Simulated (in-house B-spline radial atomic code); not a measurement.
## Solving the quasi-particle equation for 5d up of Pt⁵⁺

Configuration [Xe] 4f14 5d5, highest spin, start PBE; correlation leaves out the 12 deepest shells. Computed with an all-electron radial atomic-structure program (B-spline basis): all electrons, scalar-relativistic (spin-free one-electron X2C), finite nucleus, each spin shell either full or empty, empty states to l = 9 with an (l + 1/2)⁻⁴ tail; G0W0 by contour deformation at full frequency.

At the mean-field level ε = -69.31 eV the matrix elements are Σx = -37.812 eV, v_xc = -29.712 eV and Σc(ε) = -0.467 eV, and the slope of the correlation self-energy is dΣc/dω = -0.0277. The quasi-particle energy solves E = ε + Σx − v_xc + Σc(E).

Q: What does the linearised equation give?

A: Z = 1/(1 − dΣc/dω) = 1/1.0277 = 0.9730. The first-order shift is Σx − v_xc + Σc(ε) = -37.812 − (-29.712) + (-0.467) = -8.567 eV, so E ≈ ε + Z × shift = -69.31 + 0.9730 × (-8.567) = -77.646 eV.

Q: How does that compare with the full solution and with static screening?

A: Solving the equation at full frequency dependence gives E = -77.592 eV, where Σc = -0.182 eV and the weight is 0.954; the linearised value is off by 54 meV. Leaving Z out would give -77.877 eV. Static COHSEX puts -2.125 eV in place of Σc and gives -79.535 eV, 1.94 eV deeper.
